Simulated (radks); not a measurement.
Q: All-electron atom: neutral lithium in [He] 2s1. Method: non-relativistic Kohn-Sham, r2SCAN, spin-polarised, spherical densities, point nucleus; open shells are filled with parallel spins first; meta-GGA in the generalised Kohn-Sham scheme; hard spherical wall at 3.5 bohr; computed with a radial shooting solver on a logarithmic mesh with Libxc functionals. Some entries of the table are withheld. Estimate them.

orbital,occ.,eigenvalue (eV),<r> (bohr)
1s up,1,-46.7611,0.5843
1s down,1,-45.9573,0.5903
2s up,1,8.2941,1.972
2p up,0,10.5238,1.906
2s down,0,16.7209,1.854
2p down,0,17.0835,1.730
3d up,0,28.4290,2.199
3d down,0,39.1644,2.105
3s up,0,(1),1.925
3s down,0,(2),1.918

A: 
(1) 3s up eigenvalue (eV): 59.1277
(2) 3s down eigenvalue (eV): 67.7552
